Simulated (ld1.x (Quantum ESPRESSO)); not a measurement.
**Transferability test, PAW potential for Al (Z = 13)**

- Element: Al (Z = 13)
- Generator: ld1.x (Quantum ESPRESSO) 7.5
- Type: PAW
- Functional: PBE
- Relativity: scalar-relativistic
- Frozen core: [Ne]
- Valence charge: 3
- Reference configuration: 3s2 3p1
- Partial waves: 3s (bound): rcut 2.10, rcutus 2.40 bohr; 3s channel at 1.7 Ry: rcut 2.10, rcutus 2.40 bohr; 3p (bound): rcut 2.35, rcutus 3.05 bohr; 3p channel at 0.3 Ry: rcut 2.35, rcutus 3.05 bohr; 3d channel at 0.05 Ry: rcut 2.30, rcutus 2.75 bohr; 3d channel at 2.75 Ry: rcut 2.30, rcutus 2.75 bohr
- Local potential: all-electron potential smoothed inside 2.15 bohr (lloc = -2)
- Core correction: Bessel-smoothed model core inside 2.00 bohr
- Augmentation charge: PSQ, inside the norm-conserving radii

Energies are relative to the spin-unpolarised reference configuration 3s2 3p1; without spin polarisation the order of configurations can differ from experiment.

| valence configuration | charge | ΔE all-electron (eV) | error AE − PS (meV) |
| --- | --- | --- | --- |
| 3s2 3p0 | +1 | 5.761 | -0.9 |
| 3s1 3p0 | +2 | 24.987 | -19 |
| 3s2 3p0.5 | +0.5 | 2.086 | -0.1 |
| 3s1 3p2 | 0 | 5.139 | -1.2 |
| 3s1 3p1 | +1 | 11.571 | -3.8 |
| 3s2 3p1.3 | -0.3 | -0.575 | 0.0 |

Question: What are ΔE and the potential's error for 3s0 3p3?

Answer: ΔE = 10.451 eV all-electron; the error (AE − PS) is -4.0 meV.
